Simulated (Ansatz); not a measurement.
Basis sets compared for SnBr₂. The state is a singlet with charge 0. Geometry PBE0-D4/def2-TZVP. Ansatz on 4 threads of Arm Neoverse V2 on a shared host; times are rough, and most runs start from earlier orbitals.

Cartesian coordinates in Å:
```
Sn -0.832 -0.667 0.222
Br 1.604 -0.833 0.838
Br -0.772 1.499 -1.060
```

In the def2 sets Sn takes a core potential; there is no spin–orbit coupling.

Binding counts from free atoms (Sn triplet, Br doublet) in the same basis, without a counterpoise term.

| level | functions | energy (Eh) | HOMO (eV) | LUMO (eV) | binding per atom (eV) | wall time |
| --- | --- | --- | --- | --- | --- | --- |
| PBE-D4/def2-SVP | 90 | -5361.3345 | -6.54 | -3.73 | 2.50 | 0.5 s |
| PBE-D4/def2-TZVP | 146 | -5361.9694 | -6.69 | -3.84 | 2.53 | 0.9 s |
| r2SCAN-D4/def2-TZVP | 146 | -5362.7887 | -6.99 | -3.81 | 2.48 | 2.1 s |
| PBE0-D4/def2-SVP | 90 | -5361.5169 | -7.61 | -3.15 | 2.40 | 0.9 s |
| PBE0-D4/def2-TZVP (with forces) | 146 | -5362.1509 | -7.72 | -3.22 | 2.43 | 2.2 s |

**Question.** Estimate the rows for PBE-D4/def2-TZVPD, r2SCAN-D4/def2-TZVPD, PBE0-D4/def2-TZVPD.

**Answer.** 
| level | functions | energy (Eh) | HOMO (eV) | LUMO (eV) | binding per atom (eV) | wall time |
| --- | --- | --- | --- | --- | --- | --- |
| PBE-D4/def2-TZVPD | 170 | -5361.9705 | -6.73 | -3.88 | 2.53 | 1.4 s |
| r2SCAN-D4/def2-TZVPD | 170 | -5362.7895 | -7.01 | -3.83 | 2.48 | 2.7 s |
| PBE0-D4/def2-TZVPD | 170 | -5362.1518 | -7.75 | -3.24 | 2.44 | 2.2 s |
